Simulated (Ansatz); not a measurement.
`FCC(F)CF` + `[SiH3]CS` → `FCSC[SiH3]` + `FCCF`  (substitution at a C–C bond)

Calculated with Ansatz (gas phase, PBE0-D4/def2-TZVP geometries, no zero-point term in ΔE). CCSD(T)/CBS is the MP2 limit (def2-TZVPP, def2-QZVPP) plus CCSD(T) − MP2 in def2-TZVPP, frozen cores. Functionals use def2-TZVPP. B3LYP here is the variant with VWN-RPA as its local correlation; programs differ in this. Each species was taken in one conformer, which may not be the lowest.

| level | ΔE (kJ/mol) | difference from CCSD(T)/CBS |
| --- | --- | --- |
| PBE-D4 | 1.9 | -8.9 |
| r2SCAN-D4 | 8.1 | -2.7 |
| PBE0-D4 | 7.3 | -3.5 |
| B3LYP-D4 | 6.3 | -4.5 |
| ωB97X-V | 11.9 | 1.1 |
| ωB97M-V | 11.7 | 0.9 |
| B2PLYP | 9.6 | -1.2 |
| PBE | 3.2 | -7.6 |
| r2SCAN | 8.5 | -2.3 |
| PBE0 | 8.6 | -2.2 |
| SCS-MP2/def2-TZVPP | 12.5 | 1.7 |
| CCSD(T)/def2-TZVPP | 14.5 | 3.7 |
| MP2/def2-QZVPP | 8.5 | -2.3 |
| HF/CBS(def2) | 19.6 | 8.8 |
| MP2/CBS(def2) | 7.1 | -3.7 |
| CCSD/CBS(def2) | 13.2 | 2.4 |
| CCSD(T)/CBS | 10.8 | 0 |

Largest T1 diagnostic among the species: 0.012.

In def2-TZVPP, CCSD(T) changes the Hartree–Fock value by −5.8 kJ/mol (the triples alone add −2.4 kJ/mol) and MP2 by −9.4 kJ/mol. From PBE to PBE0 (25 % exact exchange), in def2-TZVPP and without D4, ΔE moves by +5.4 kJ/mol.
